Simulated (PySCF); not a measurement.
C2H5FSi, SMILES [SiH2](F)C=C. Geometry optimised at B3LYP-D3(BJ)/def2-SVP. Other conformers were not sampled.

Computed equilibrium geometry at B3LYP-D3(BJ)/def2-SVP (PySCF confirms it by a frequency run) as Cartesian coordinates in Å, and its point group (one conformer of several):
point group Cs.
```xyz
9

Si    -0.5133    -0.7543     0.0000
F      1.0655    -1.1727     0.0000
C     -0.5940     1.1041     0.0000
C      0.5092     1.8651     0.0000
H     -1.1455    -1.3377    -1.2152
H     -1.1455    -1.3377     1.2152
H     -1.5760     1.5969     0.0000
H      0.4638     2.9598     0.0000
H      1.5093     1.4182     0.0000
```
